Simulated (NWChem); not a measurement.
Molecule: C₂H₂O₃S; SMILES C#CS(=O)(=O)O

```xyz
8

C      0.0079    -2.5236    -0.0156
C     -0.0130    -1.3138    -0.0106
S     -0.1214     0.4033    -0.0498
O      0.0827     0.8305    -1.4155
O     -1.2564     0.7985     0.7370
O      1.1878     0.8092     0.7953
H      0.0279    -3.5999    -0.0167
H      1.9164     0.9457     0.1688
```
Atoms are numbered in this order, from 1.

Computed with NWChem. All runs use the structure optimised with PBE0/def2-SVP. Atomic charges in e: unrestrained fits to the electrostatic potential beside Mulliken populations; buried atoms are poorly determined by the fit.

Q: Predict the results for B3LYP/def2-SVP. Quantities: ESP C1; Mulliken C1; ESP C2; Mulliken C2; ESP S3; Mulliken S3; ESP O4; Mulliken O4; ESP O5; Mulliken O5; relative RMS misfit of the potential (%).

A: 
```
Property                                  Result
----------------------------------------  ------
ESP C1                                     -0.20
Mulliken C1                                -0.42
ESP C2                                     -0.19
Mulliken C2                                 0.36
ESP S3                                      1.36
Mulliken S3                                 0.96
ESP O4                                     -0.57
Mulliken O4                                -0.42
ESP O5                                     -0.51
Mulliken O5                                -0.40
relative RMS misfit of the potential (%)      15
```
